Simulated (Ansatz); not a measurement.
`[OH][Zr]([F])([Cl])[Cl]` + `[NH2][In]([Cl])[Cl]` → `[NH2][Zr]([OH])([Cl])[Cl]` + `[F][In]([Cl])[Cl]`  (redistribution)

Gas-phase electronic energies from Ansatz, PBE0-D4/def2-TZVP geometries. CCSD(T)/CBS adds triple-zeta CCSD(T) − MP2 to the extrapolated MP2 energy (def2 sets, frozen cores). DFT in def2-TZVPP. HSE06 is defined as in plane-wave codes. def2 core potentials past Kr. For In, Zr outer-core shells are correlated without core-valence functions, which leaves a few kJ/mol of doubt a bond. Each species was taken in one conformer, which may not be the lowest.

`[OH][Zr]([F])([Cl])[Cl]`:

```xyz
6

O    -0.377    1.271    0.618
Zr    0.099   -0.328   -0.259
F     0.052   -0.037   -2.127
Cl   -1.427   -2.016    0.303
Cl    2.267   -0.955    0.375
H    -0.614    2.065    1.090
```

`[NH2][In]([Cl])[Cl]`:

Z-matrix (Å, degrees):
```
N
In 1 2.000
H 1 1.010 2 115.7
H 1 1.010 2 115.7 3 -130.4
Cl 2 2.308 1 121.4 3 158.6
Cl 2 2.308 1 121.4 3 -28.1
```

`[NH2][Zr]([OH])([Cl])[Cl]`:

Z-matrix (Å, degrees):
```
Zr
O 1 1.895
Cl 1 2.363 2 112.3
N 1 2.005 2 105.6 3 118.7
Cl 1 2.363 2 112.3 3 -122.6
H 2 0.954 1 163.2 3 60.9
H 4 1.012 1 125.0 2 -179.8
H 4 1.011 1 125.7 2 0.2
```

`[F][In]([Cl])[Cl]`:

```xyz
4

F    -0.458    0.748   -1.769
In   -0.011    0.018   -0.043
Cl    0.140    1.472    1.714
Cl    0.329   -2.237    0.097
```

```tsv
level	ΔE (eV)
HSE06-D4	0.77
B2PLYP	0.78
PBE	0.78
CCSD(T)/def2-TZVPP	0.79
```

Task: What does CCSD(T)/CBS give? (An estimate is asked.)

Result: The calculation gave: +0.77 eV. The listed levels differ from it by 0.00, 0.01, 0.01, 0.02 eV.

Largest T1 diagnostic among the species: 0.016.

In def2-TZVPP, CCSD(T) changes the Hartree–Fock value by +0.06 eV (the triples alone add +0.00 eV) and MP2 by +0.08 eV. Leaving LDA and LC-ωPBE aside and taking each functional with its dispersion term where it has one, the values, not all of them listed here, spread over 0.05 eV, from BLYP-D4 to PBE-QIDH. LDA lies +0.06 eV from PBE without D4.

CCSD(T)/CBS has its own doubt, a few kJ/mol and more with outer-core shells, so smaller differences from it don't rank the levels.
